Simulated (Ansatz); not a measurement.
Species: methylselanylmethylselanylethane, C4H10Se2, net charge 0, singlet state. 
Geometry from a B3LYP-D3(BJ)/def2-TZVP (Ansatz, a program for electronic structure) optimisation:
SMILES: C[Se]C[Se]CC
```xyz
16

C     -3.2898     1.0935    -0.2967
C     -1.8264     0.9364    -0.6722
Se    -1.2376    -0.9256    -0.3751
C      0.6692    -0.6260    -0.6737
Se     1.5036     0.3232     0.8368
C      3.1798     0.8060    -0.0702
H     -3.4531     0.8681     0.7581
H     -3.6151     2.1206    -0.4765
H     -3.9288     0.4345    -0.8872
H     -1.6574     1.1689    -1.7230
H     -1.1831     1.5676    -0.0619
H      0.8073    -0.0435    -1.5820
H      1.1239    -1.6057    -0.7932
H      3.7685     1.3782     0.6441
H      3.7271    -0.0890    -0.3569
H      2.9701     1.4214    -0.9426
```
Charge 0, spin multiplicity 1.

Basis-set convergence of Hartree-Fock and CCSD correlation energies (hartree) with Ansatz. Correlated levels leave the core frozen unless marked. No spin-orbit coupling. The frozen core is the preceding noble-gas configuration, with the filled d and f shells of earlier blocks. Non-relativistic.

| basis | functions | E(HF) | E(corr, CCSD) |
|---|---|---|---|
| cc-pVDZ | 160 | -4956.91044 | -0.89409 |
| cc-pVTZ | 346 | -4957.11335 | -1.08888 |
| cc-pVQZ | 656 | -4957.12987 | -1.14902 |

Extrapolating the two largest sets (X = 3 and 4) as X^-3: E(corr) = (64·(-1.14902) - 27·(-1.08888))/37 = -1.1929 Eh, an estimate of the basis-set limit. The largest set recovers 96.3 % of it, the smallest 75.0 %.
